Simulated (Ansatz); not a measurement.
TiCl4⁻. The state is a doublet with charge -1. Geometry PBE-D4/def2-SVPD; atoms count from 1.

```xyz
5

Ti    0.000    0.000    0.000
Cl    0.213   -0.456   -2.239
Cl    1.297   -1.405    1.269
Cl   -2.230   -0.260    0.475
Cl    0.721    2.122    0.495
```

(1) Estimate the Mulliken populations from the PBE0/def2-TZVPD orbitals of Ansatz.

(2) Where does the spin sit?

(3) And the Mayer bond orders between heavy atoms (over 0.3)?

Results:

(1) 
```tsv
atom	charge (e)	spin (α − β)	d electrons
Ti1	0.95	1.04	2.23
Cl2	-0.49	-0.01	–
Cl3	-0.49	-0.01	–
Cl4	-0.49	-0.01	–
Cl5	-0.49	-0.01	–
```
Mulliken values depend strongly on the basis. With diffuse functions, as here, like atoms can get unlike values, and bond orders can come out too low or too high.

(2) Summed by element: Ti 1.04, Cl -0.04, of 1 unpaired in all. Largest on single atoms: Ti1 1.04, Cl2 -0.01, Cl3 -0.01.

(3) Ti1–Cl2 0.87 (2.30 Å); Ti1–Cl3 0.87 (2.30 Å); Ti1–Cl4 0.87 (2.30 Å); Ti1–Cl5 0.87 (2.30 Å).
